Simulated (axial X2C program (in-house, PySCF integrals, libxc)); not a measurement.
## How the levels of FEuF⁺ (f6 s0 orbitals) move with the bond length

Calculated with an axial X2C code built on PySCF integrals: two-component X2C with atomic mean-field Coulomb and Gaunt terms, basis F dyall-v3z, Eu dyall-v3z (cores contracted in-house). Orbitals come from Hartree–Fock averaged over the configuration Eu f6 s0; CI then distributes these electrons over the f, s shells of Eu.

At F–Eu–F held linear, both bonds 2.021 Å:

| Ω | energy (cm⁻¹) | g∥ | configuration |
| --- | --- | --- | --- |
| 0 | 0 | 0.00 | 100% f6 |
| 1 | 140 | 3.99 | 100% f6 |
| 2 | 557 | 7.90 | 100% f6 |
| 3 | 1277 | 11.69 | 100% f6 |
| 0 | 2450 | 0.00 | 100% f6 |
| 1 | 2613 | 4.34 | 100% f6 |
| 2 | 3079 | 7.69 | 100% f6 |
| 0 | 3202 | 0.00 | 100% f6 |
| 1 | 3424 | 3.40 | 100% f6 |
| 3 | 3808 | 9.57 | 100% f6 |
| 2 | 3819 | 7.24 | 100% f6 |
| 4 | 4051 | 13.63 | 100% f6 |
| 0 | 4165 | 0.00 | 100% f6 |
| 0 | 4509 | 0.00 | 100% f6 |

g∥ is the magnitude of 2⟨Lz + ge Sz⟩ for the +Ω component. The lowest 14 levels at most are listed.

At F–Eu–F held linear, both bonds 2.183 Å:

| Ω | energy (cm⁻¹) | g∥ | configuration |
| --- | --- | --- | --- |
| 0 | 0 | 0.00 | 100% f6 |
| 1 | 158 | 4.00 | 100% f6 |
| 2 | 636 | 7.82 | 100% f6 |
| 3 | 1479 | 11.44 | 100% f6 |
| 0 | 1846 | 0.00 | 100% f6 |
| 1 | 2041 | 4.17 | 100% f6 |
| 2 | 2575 | 7.31 | 100% f6 |
| 0 | 2642 | 0.00 | 100% f6 |
| 1 | 2940 | 3.50 | 100% f6 |
| 3 | 3383 | 9.57 | 100% f6 |
| 0 | 3453 | 0.00 | 100% f6 |
| 2 | 3491 | 7.14 | 100% f6 |
| 4 | 3554 | 13.52 | 100% f6 |
| 0 | 3952 | 0.00 | 100% f6 |

The lowest level lies 4877 cm⁻¹ above the lowest at the first distance.

Problem. How does the gap from the lowest to the fifth level change between the two distances?

Solution. From 2450 to 1846 cm⁻¹, a factor of 0.75.

There is no dynamic correlation: spin–orbit spacings and, for f shells, spacings inside one term are the most reliable numbers, splittings between terms come out too wide, and energies between configurations are not reliable, so the lowest level need not be the ground state of the molecule. At most 4 roots were kept for each Ω > 0 (twice that for Ω = 0) within 2.2 eV of the lowest, so higher up levels can be missing between those listed; levels with Ω > 0 are doubly degenerate and listed once, Ω = 0 levels singly. States that fill the shells left empty in the average are placed too high. The molecule was held linear; bending was not examined.
